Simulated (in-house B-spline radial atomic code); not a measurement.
# Ionising the vanadium ion V⁶⁺ with different functionals

Computed with a radial B-spline atomic code at the basis-set limit: four-component Dirac-Coulomb Hamiltonian, Fermi nucleus of rms radius 3.6002 fm, spin-restricted, spherical fractional occupations for the functionals. The ionisation energy is the difference of two self-consistent energies, [Ne] 3s2 3p5 → [Ne] 3s2 3p4, without Breit or QED terms; ε is the level of the shell that loses the electron (mean over j). The electron is taken from both j subshells in proportion to 2j + 1, so the result is a j average, not the step between ground levels.

Hybrids are left out here: with spherical fractional occupations of an open shell their exact exchange keeps a self-interaction that integer-occupation calculations don't have.

```
           method  rung  ΔSCF (eV)  -ε(3p) (eV)
         LDA VWN5   LDA          ?            ?
 relativistic LDA   LDA     152.22       140.33
         LDA PW92   LDA     152.25       140.36
LDA exchange-only   LDA     150.28       138.41
              PBE   GGA     152.26       140.38
           PBEsol   GGA     152.13       140.25
             BLYP   GGA     152.12       140.23
             RPBE   GGA     152.25       140.38
             PW91   GGA     152.39       140.51
             BP86   GGA     152.36       140.47
             AM05   GGA     152.11       140.22
             OLYP   GGA          ?            ?
```

Q: What does LDA VWN5 give?

A: ΔSCF 152.26 eV, and -ε(3p) = 140.37 eV.

Q: What does OLYP give?

A: ΔSCF 152.67 eV, and -ε(3p) = 140.79 eV.

Q: How do they compare with the NIST value?

A: NIST lists 150.7 eV ± 0.13 (semi-empirical, ground level to ground level). Errors run from -0.44 to +1.95 eV. The correlated functionals all miss on the same side by more than they spread, so the cause is common to them (Breit-QED terms, spin polarisation, the choice among j levels, multiplet and fine-structure energies, or a listed next ion that isn't the cheapest removal here) and closeness doesn't rank the functionals.
